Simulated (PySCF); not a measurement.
**Electronic structure of Ar (argon, neutral) at the UHF level**

Configuration: [Ar], closed-shell 1S. Computed with PySCF 2.14 in x2c-TZVPall (5s5p2d1f, 37 functions), with the spin-free X2C one-electron Hamiltonian (Gaussian nucleus).

```json
{
 "Total energy": "-528.613998 hartree",
 "One-electron energy": "-730.7078 hartree",
 "Hartree (Coulomb) energy": "232.4461 hartree",
 "Exchange energy": "-30.3524 hartree",
 "⟨S²⟩": "0.0000",
 "⟨L²⟩": "0.000",
 "Sum of ⟨r⟩": "16.03 bohr",
 "Sum of ⟨r²⟩": "25.84 bohr²",
 "Langevin diamagnetic susceptibility": "-20.5 ×10⁻⁶ cm³/mol",
 "Time after the integrals": "0.15 s of wall time on 1 thread of AMD EPYC 7R43 64-Core Processor (shared host)"
}
```

```tsv
shell	electrons	mean orbital energy (hartree)	rms radius, mean of both spins (bohr)
1s	2	-119.08377	0.0991
2s	2	-12.40725	0.446
2p	6	-9.57276	0.417
3s	2	-1.28489	1.53
3p	6	-0.58868	1.81
```

Densities and radii are taken from the X2C orbitals without a picture-change correction, which distorts them close to the nucleus.
